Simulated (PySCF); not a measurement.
C₄H₈O₃Si.
Geometry (PBE0-D3(BJ)/def2-SVP, Å), atoms numbered from 1 in this order:
```
atom  x, y, z in Å
C1     3.6489   -1.0584    0.4613
C2     2.5845   -0.8536   -0.3070
O3     1.4100   -0.4021    0.2344
C4     0.3512   -0.2084   -0.5892
O5     0.3616   -0.3994   -1.7668
C6    -0.8173    0.2846    0.2327
O7    -1.9202    0.4809   -0.5773
Si8   -3.3988    1.0552   -0.0632
H9     4.5758   -1.4166    0.0128
H10    3.6173   -0.8757    1.5375
H11    2.5474   -1.0166   -1.3868
H12   -0.9944   -0.4639    1.0306
H13   -0.4869    1.2095    0.7466
H14   -3.9879    0.1383    0.9623
H15   -4.2636    1.1157   -1.2689
H16   -3.2473    2.4134    0.5465
```

Theory: TDDFT PBE0/def2-SVPD, vertical, gas phase, core orbitals frozen in the response in PySCF.

List the vertical singlet excitations with oscillator strengths and describe the spectrum.

| state | E (eV) | ν̃ (cm⁻¹) | f | main configurations (H = HOMO, L = LUMO) |
| --- | --- | --- | --- | --- |
| S1 | 5.82 | 46920 | 0.0007 | H-1→L (87%), H-1→L+3 (9%) |
| S2 | 6.18 | 49830 | 0.343 | H→L (92%) |
| S3 | 6.73 | 54250 | 0.0055 | H→L+1 (86%), H-2→L+1 (10%) |
| S4 | 6.97 | 56220 | 0.018 | H-2→L (93%) |
| S5 | 7.06 | 56940 | 0.0042 | H-2→L+1 (74%), H→L+2 (10%), H→L+4 (9%) |
| S6 | 7.21 | 58140 | 0.033 | H→L+4 (41%), H→L+2 (33%), H-2→L+1 (13%) |

The lowest singlet lies at 5.82 eV (213 nm, ultraviolet) and is very weak; its leading configuration is HOMO-1→LUMO (87%). The most intense listed level is S2 at 6.18 eV (201 nm, f = 0.343), 0.36 eV above S1. Löwdin shares by element: HOMO carbon 64% or more, oxygen 23% or more; LUMO carbon 57% or more, oxygen 19% or more (atoms not listed hold the other 24%). The listed states span 1.39 eV, and the widest gap between neighbours is 0.55 eV (S2 to S3). Weighted by f, the mean energy of these states is 6.31 eV. Of the 6 states listed, 3 reach f = 0.01 and none stays under 0.0005. Singlets were solved by full linear response.

One conformer stands for the species.
